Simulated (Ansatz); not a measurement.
AlBrClH3OSi, SMILES `[SiH3][O][Al]([Cl])[Br]`. The species carries charge 0 and has multiplicity 1.

```xyz
8

Si    0.424   -0.115    1.453
O     0.015   -0.092   -0.124
Al   -0.471    0.078   -1.702
Cl   -0.140   -1.452   -3.062
Br   -1.481    1.950   -2.373
H     0.247   -1.487    1.993
H    -0.438    0.825    2.215
H     1.845    0.293    1.600
```

Task: List the harmonic frequencies (cm⁻¹, unscaled) at PBE0-D4/def2-TZVP in Ansatz. (An estimate is asked.)

Result: The calculation gave: 3, 18, 64, 119, 189, 227, 316, 568, 634, 730, 734, 955, 957, 984, 1164, 2229, 2231, 2232.
